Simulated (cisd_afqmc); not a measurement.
Input (AFQMC/CISD/cc-pV(D+d)Z; cisd_afqmc is a phaseless AFQMC code with CISD trial states that reads the integrals written by Ansatz): A basis named .json is the Basis Set Exchange file of that set.

Ansatz 0.2 input:
```python
import cisd_afqmc

open("ham.yaml", "w").write("""\
crystal:
  periodic: [false, false, false]
  atoms:
    - {symbol: Al, position_ang: [-0.00000000, -0.00000000, -1.20443026]}
    - {symbol: Cl, position_ang: [0.00000000, 0.00000000, 0.92103490]}
basis:
  gaussian:
    orbitals: cc-pV_D+d_Z.json
magnetization: {spin_polarized: true, initial_magnetization: 2}
correlation: {method: ccsd, electrons: outside_noble_gas, hamiltonian_folder: ham}
""")
rep = cisd_afqmc.ansatz("ham.yaml")
e_ccsd = rep["correlation"]["coupled_cluster"]["energy"]["hartree"]
out = cisd_afqmc.run("ham", e_ccsd, trial="CISD", walkers=200, populations=8, threads=8, dt=0.005, steps=40, early=24, settle=10, least=32,
    cut=5e-5, rank_cut=2e-4, target=0.0004, seconds=1500, seed=1, memory=17280, gpu=False)
```

Output:

```
orbitals 36, occupied [6, 4], factors 203 of 487, rank of the doubles 132 of 308
E(HF) = -701.408470
E(CCSD) on the cut factors = -701.586433, shift to the whole factors 0.000001
Energy of the trial state on the determinant = -701.586376
  tau behind 7.2 of longer steps, mean of the populations' last blocks
   2.0  -701.59138
   4.0  -701.59196
   6.0  -701.59137
   8.0  -701.59168
blocks 273 (1 outliers left out), error by blocks joined: 1: 0.00009, 2: 0.00012, 4: 0.00014, 8: 0.00017, 16: 0.00017
E(AFQMC/CISD) = -701.59183 +/- 0.00017
```

This triplet is an excited state, 3.0 eV above the singlet at CCSD(T)/cc-pV(5+d)Z (Ansatz).
